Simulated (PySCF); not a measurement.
B3LYP has the VWN-RPA correlation part, as in Gaussian. Delta-SCF ions had no search for a lower state. Excitations are Tamm–Dancoff values on a coarser integration grid. The basis has no diffuse functions, so Rydberg states are missing or too high.

# H5ClSi2, SMILES `[SiH3][SiH2]Cl` (charge 0, multiplicity 1)

Calculation: PySCF 2.14.0 with B3LYP-D3(BJ)/def2-TZVP // PBE0-D4/def2-TZVP.

```
Item                                                                 Result
-------------------------------------------  ------------------------------
HOMO                                                               -8.00 eV
dipole moment                                                        1.33 D
LUMO                                                               -0.72 eV
HOMO–LUMO gap                                                       7.28 eV
S1 excitation (TDA)                                                 6.26 eV
S1 oscillator strength                                                0.016
brightest of the four lowest singlets (TDA)                         7.44 eV
T1 excitation (TDA)                                                 5.58 eV
S1–T1 gap (TDA)                                                     0.68 eV
vertical ionisation energy (Delta-SCF)                             10.19 eV
total energy                                                   -28363.39 eV
cost                                         around 70 core-seconds (rough)
```

```xyz
8

Si     1.2014    -0.0206     0.0958
Si    -1.1261    -0.1295    -0.0951
Cl    -1.8854     1.7902    -0.0868
H      1.5673     0.6548     1.3677
H      1.7647    -1.3980     0.0913
H      1.7615     0.7421    -1.0498
H     -1.5450    -0.7761    -1.3645
H     -1.7383    -0.8630     1.0415
```
